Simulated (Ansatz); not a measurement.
Ideal-gas functions of BBr$_{2}$H (`BrBBr`) at 600 K and 1 bar, from an Ansatz frequency run at PBE0-D4/def2-TZVP.

Molar mass 171.63 g/mol, point group C2v (symmetry number 2), electronic degeneracy 1, moments of inertia 12.893, 434.52, 447.413 u Å². Harmonic wavenumbers (cm⁻¹, unscaled): 178, 606, 732, 796, 1040, 2708.

Use S(trans) = R[1.5 ln M + 2.5 ln T − 1.1517]; rotational temperatures θ = 24.2544 K / I; S(rot) = R[ln(√π/σ · √(T³/θAθBθC)) + 1.5]; for each mode x = 1.438777 ν̃/T, S = R[x/(eˣ − 1) − ln(1 − e⁻ˣ)] and H = RT x/(eˣ − 1); 1 cm⁻¹ = 0.0119627 kJ/mol; R = 8.31446 J/(mol·K).

Task: By hand: the entropy, in J/(mol·K).

Result: Translation 187.6. Rotation: θ = 1.8812, 0.0558, 0.0542 K, giving 112.7. Vibration, mode by mode: 15.46, 5.90, 4.63, 4.10, 2.58, 0.09, in all 32.8. Electronic 0.0. Sum 333.1 J/(mol·K).

Task: By hand: H − E and G − E in kJ/mol, counted from the electronic energy.

Result: Zero-point energy ½ × 6060 × 0.0119627 = 36.2; thermal vibration 10.9; translation, rotation and pV give 4 RT = 20.0. H − E = 67.1 kJ/mol, and G − E = 67.1 − 600 × 333.1/1000 = -132.8 kJ/mol.

Vibration gives 10 % of the entropy.
